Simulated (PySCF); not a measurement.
# Partial charges of `C=C1CO[C@@H](CC#N)C[SiH2]1`

C₇H₁₁NOSi.
Geometry (GFN2-xTB, Å), atoms numbered from 1 in this order:
```
atom  x, y, z in Å
C1    -3.2716    0.1399    0.1168
C2    -1.9571    0.3047    0.1414
C3    -1.1351   -0.1570    1.3176
O4     0.0003   -0.9132    0.9594
C5     1.0275   -0.1864    0.3167
C6     2.2927   -1.0573    0.4403
C7     3.4498   -0.3628   -0.0520
N8     4.3598    0.2092   -0.4418
C9     0.6999    0.1232   -1.1439
Si10  -0.9359    1.0930   -1.2374
H11   -3.8630    0.4763   -0.7181
H12   -3.8118   -0.3281    0.9268
H13   -1.7183   -0.8131    1.9701
H14   -0.8207    0.7267    1.8999
H15    1.1972    0.7610    0.8593
H16    2.4491   -1.3178    1.4908
H17    2.1504   -1.9809   -0.1265
H18    1.5310    0.6734   -1.5845
H19    0.6128   -0.8209   -1.6846
H20   -0.6865    2.5040   -0.9090
H21   -1.5794    0.9429   -2.5417
```

Density: PBE0/pcSseg-1 (PySCF); schemes: Mulliken, IAO, Hirshfeld and ESP-fitted. Isolated species at its GFN2-xTB geometry (one conformer only).

Problem. Do the Mulliken, IAO, Hirshfeld and ESP-fitted schemes agree on where the charge is highest?

Solution. The schemes don't all agree: Mulliken Si10 (+0.736); IAO Si10 (+0.748); Hirshfeld Si10 (+0.339); ESP-fitted C5 (+0.513).

Problem. At which atom do the 4 schemes differ most?

Solution. At C6: from -0.668 (ESP-fitted) to -0.047 e (Hirshfeld), 0.621 e apart.

Problem. For which atoms does the sign change between the 4 schemes (beyond +0.03 e in one, beyond −0.03 e in another)?

Solution. C3. Atomic charges aren't observables, and each scheme defines them in its own way.

Problem. What partial charge does each atom carry?

Solution. In e:

| atom | environment | Mulliken | IAO | Hirshfeld | ESP-fitted |
| --- | --- | --- | --- | --- | --- |
| C1 | terminal =CH2 carbon | -0.075 | -0.291 | -0.090 | -0.469 |
| C2 | fully substituted alkene carbon | -0.588 | -0.272 | -0.094 | -0.013 |
| C3 | sp3 carbon bound to oxygen | +0.154 | -0.053 | 0.000 | +0.001 |
| O4 | cyclic ether oxygen | -0.511 | -0.401 | -0.136 | -0.410 |
| C5 | sp3 carbon bound to oxygen | -0.012 | +0.112 | +0.055 | +0.513 |
| C6 | sp3 carbon next to a nitrile | -0.127 | -0.302 | -0.047 | -0.668 |
| C7 | nitrile carbon | +0.040 | +0.140 | +0.089 | +0.498 |
| N8 | nitrile nitrogen | -0.249 | -0.251 | -0.230 | -0.505 |
| C9 | sp3 carbon bound to silicon | -0.471 | -0.561 | -0.171 | -0.457 |
| Si10 | SiH2 silicon | +0.736 | +0.748 | +0.339 | +0.428 |
| H11 | vinylic hydrogen | +0.112 | +0.149 | +0.047 | +0.185 |
| H12 | vinylic hydrogen | +0.109 | +0.144 | +0.048 | +0.190 |
| H13 | methylene hydrogen | +0.119 | +0.155 | +0.050 | +0.125 |
| H14 | methylene hydrogen | +0.118 | +0.123 | +0.036 | +0.042 |
| H15 | methine hydrogen | +0.123 | +0.116 | +0.035 | +0.022 |
| H16 | methylene hydrogen | +0.176 | +0.188 | +0.068 | +0.223 |
| H17 | methylene hydrogen | +0.171 | +0.182 | +0.068 | +0.233 |
| H18 | methylene hydrogen | +0.167 | +0.160 | +0.042 | +0.132 |
| H19 | methylene hydrogen | +0.146 | +0.150 | +0.041 | +0.136 |
| H20 | Si–H hydrogen | -0.058 | -0.123 | -0.078 | -0.115 |
| H21 | Si–H hydrogen | -0.080 | -0.112 | -0.071 | -0.091 |

Mean size of the charges over all atoms: ESP-fitted 0.260 e, IAO 0.225 e, Mulliken 0.207 e, Hirshfeld 0.087 e. Each set sums to the total charge, 0, to within 0.001 e. The Hirshfeld scheme weights the molecular density at each point by an atom's share of the summed free-atom densities. The Mulliken scheme gives each basis function's population to the atom it is centred on and halves the overlap population of two atoms between them.

Problem. How many electrons does the Hirshfeld scheme count on C7?

Solution. Z − q = 6 − (+0.089) = 5.911.

Problem. Sum the charges by element, for elements with more than one atom.

Solution. 
```
element  atoms  Mulliken     IAO  Hirshfeld  ESP-fitted
      C      7    -1.078  -1.227     -0.257      -0.595
      H     11    +1.102  +1.131     +0.285      +1.081
```
